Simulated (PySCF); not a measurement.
Dipole response of Al⁺ (aluminium, charge +1)

[Ne] 3s2, closed-shell 1S. All numbers are calculated (PySCF 2.14, scalar relativity by spin-free X2C-1e, in x2c-QZVPPall with one added diffuse shell each of s, p, d, f type (10s7p5d3f1g, 86 functions)). Coupled (time-dependent) response in atomic units; α is the mean over directions.

```json
{"method": "UHF", "mean α (bohr³)": "26.25", "C₆ (like pair)": "139.1", "S(−4)": "374.6"}
{"method": "PBE", "mean α (bohr³)": "24.16", "C₆ (like pair)": "122.4", "S(−4)": "321.5"}
{"method": "PBE0", "mean α (bohr³)": "24.67", "C₆ (like pair)": "126.4", "S(−4)": "334.2"}
{"method": "wB97X-V", "mean α (bohr³)": "25.15", "C₆ (like pair)": "130.0", "S(−4)": "347.4"}
{"method": "HSE06", "mean α (bohr³)": "24.38", "C₆ (like pair)": "124.2", "S(−4)": "326.5"}
```

S(−4) is the Cauchy moment in α(ω) = α(0) + S(−4) ω² + …

α(iu) at wB97X-V:

```
u (hartree)  α(iu) (bohr³)
          0          25.15
     0.0500          24.31
      0.100          22.10
      0.200          16.24
      0.300          11.32
      0.500          5.856
      0.750          3.125
       1.00          1.966
       1.50          1.042
       2.00         0.6836
       3.00         0.3929
       5.00         0.1986
```

A single London oscillator, α(iu) = α/(1 + u²/ω²), gives C₆ = (3/4) ω α². Matching the computed C₆ needs ω = 4 × 130.0 / (3 × 25.15²) = 0.274 hartree.

For an ion, C₆ is the dispersion term alone; charge-induced terms of lower order in 1/R come first.
